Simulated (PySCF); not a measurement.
An unknown shows these calculated signals:

¹H NMR (400 MHz, computed): δ 5.95 (m, 2H), 2.91 (m, 4H), 2.38 (m, 1H), 1.74 (m, 2H), 1.73 (m, 2H), 1.66 (m, 1H), 1.60 (m, 1H).

¹³C{¹H} NMR (computed): δ 137.8 (CH), 51.5 (CH), 50.7 (CH2), 27.1 (CH2), 14.7 (CH2).

PySCF 2.14.0 with density-fitted response routines calculation with PBE0-D3(BJ)/def2-SVP structure and HF/pcSseg-1 with gauge-including orbitals; a single conformation, relativity neglected, rapidly exchanging positions averaged, isolated molecule.

δ = σ(ref) − σ, references computed at the same level: ¹H (31.69 ppm), ¹³C (190.85 ppm) against TMS.

Question: Which of these does the molecule contain: a benzene ring, an ester, a non-aromatic C=C double bond, a Si–CH3 group?

Answer: 
- A benzene ring: no.
- An ester: no.
- A non-aromatic C=C double bond: yes.
- A Si–CH3 group: no.

The data belong to `InChI=1S/C8H13N/c1-2-7-9(6-1)8-4-3-5-8/h1-2,8H,3-7H2`; they needn't prove each group on their own.

Carbon signals by region: 1 in the sp2 and nitrile region (100–160 ppm), 2 at 50–100 ppm, 2 below 50 ppm.

Shifts are as computed. Against solution values, carbons near 30 ppm lie about -0 ppm off and those near 130 ppm about +7 ppm. Of 1211 compounds with measured shifts, 218 miss one by over three times the rms of a fit or turn the order of signals round; such compounds aren't used in these exercises. Multiplicities follow the n + 1 count of equivalent neighbours, as no J values were calculated; m marks all less simple cases, F and P coupling included.
